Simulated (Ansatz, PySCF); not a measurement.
Dimer: NH3 (SMILES N) (first 4 atoms) with H2S (SMILES S); geometry from B3LYP-D3(BJ)/def2-TZVP, rigid monomers moved along the line of their centres of mass till N1···H7 is 2.47 Å.
(charge 0, multiplicity 1):
```csv
atom,x (Å),y (Å),z (Å)
N,0.0062,0.1635,0.3251
H,-0.7772,-0.4607,0.1701
H,-0.1930,1.0317,-0.1588
H,0.8211,-0.2526,-0.1111
S,0.7239,0.8695,4.0215
H,-0.2473,0.0597,4.4715
H,0.4458,0.6002,2.7202
```

Interaction energies are E(AB) − E(A) − E(B) at the monomers' geometry in the complex; basis-set methods are counterpoise corrected.

Cores are frozen in the correlated methods. CBS: X⁻³ extrapolation of the correlation energy, Hartree–Fock from the larger set.

Run with Ansatz (Gaussian orbitals); PySCF for the dispersion terms. Values without a source in brackets are computed.

PBE/def2-TZVPPD gives -14.3 kJ/mol for the interaction energy.

Task: Predict the shift from PBE, with its sign, for: PBE-D3(BJ)/def2-TZVPPD, r2SCAN/def2-TZVPPD, PBE0/def2-TZVPPD, wB97M-V/def2-TZVPPD, MP2/CBS(aug-cc-pV(D+d)Z, aug-cc-pV(T+d)Z), CCSD(T)/CBS(aug-cc-pV(D+d)Z, aug-cc-pV(T+d)Z).

Result: PBE-D3(BJ)/def2-TZVPPD -2.2; r2SCAN/def2-TZVPPD 0.8; PBE0/def2-TZVPPD 0.8; wB97M-V/def2-TZVPPD 0.9; MP2/CBS(aug-cc-pV(D+d)Z, aug-cc-pV(T+d)Z) 0.1; CCSD(T)/CBS(aug-cc-pV(D+d)Z, aug-cc-pV(T+d)Z) 0.6 kJ/mol. 5 of 6 lie above PBE; the widest gap is to PBE-D3(BJ)/def2-TZVPPD.

Ansatz is a quantum-chemistry and plane-wave program.
